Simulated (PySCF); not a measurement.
# Bond curve of KSb⁺

Set-up: K def2-SVPD, Sb def2-SVPD with ECP28; scalar-relativistic core potentials (PySCF 2.14). Energies in eV from K⁺ + Sb in their ground configurations at the same level. State: ⁴Σ⁻ (quartet), unpaired electrons σ ↑, π ↑↑.

All columns are r²SCAN0. A positive dipole points towards Sb; it is taken about the centre of mass and depends on that origin.

| R (Å) | E (eV) | μ (D) | Mulliken charge on K (basis-dependent) | HOMO (eV) | LUMO (eV) | Mayer bond order | ⟨S²⟩ |
| --- | --- | --- | --- | --- | --- | --- | --- |
| 3.306 | -0.078 | -9.76 | 0.95 | -10.95 | -6.79 | 0.09 | 3.75 |
| 3.460 | -0.138 | -10.33 | 0.95 | -10.81 | -6.68 | 0.10 | 3.75 |
| 3.613 | -0.168 | -10.93 | 0.95 | -10.67 | -6.56 | 0.11 | 3.75 |
| 3.729 | -0.179 | -11.39 | 0.95 | -10.57 | -6.46 | 0.11 | 3.75 |
| 3.844 | -0.182 | -11.85 | 0.95 | -10.48 | -6.35 | 0.11 | 3.75 |
| 3.959 | -0.180 | -12.33 | 0.95 | -10.38 | -6.25 | 0.10 | 3.75 |
| 4.113 | -0.172 | -12.96 | 0.95 | -10.26 | -6.11 | 0.10 | 3.75 |
| 4.305 | -0.157 | -13.77 | 0.96 | -10.12 | -5.93 | 0.08 | 3.75 |
| 4.536 | -0.137 | -14.75 | 0.97 | -9.95 | -5.72 | 0.07 | 3.75 |
| 4.843 | -0.110 | -16.06 | 0.97 | -9.75 | -5.46 | 0.05 | 3.75 |

A fit through these points gives, at Re = 3.849 Å, μ = -11.87 D and dμ/dR = -4.07 D/Å; the reduced mass is 29.47 u.

Task: How strong is the fundamental in the double-harmonic approximation, I = 42.26·(dμ/dR)²/μred km/mol?

Result: I = 42.26·(-4.07)²/29.47 = 23.8 km/mol at r²SCAN0.

The bond is weak. Basis-set superposition, not corrected here, can be much of De in a small basis, most of all at correlated wavefunction levels. Spin–orbit coupling is left out, which matters for elements this heavy, above all for dissociation energies. For an ion De counts to the pair picked by the measured ionisation energies or electron affinities, which need not be the lowest pair at this level. The state is the lowest determinant that a PBE0 search found; another state may lie lower at other levels.
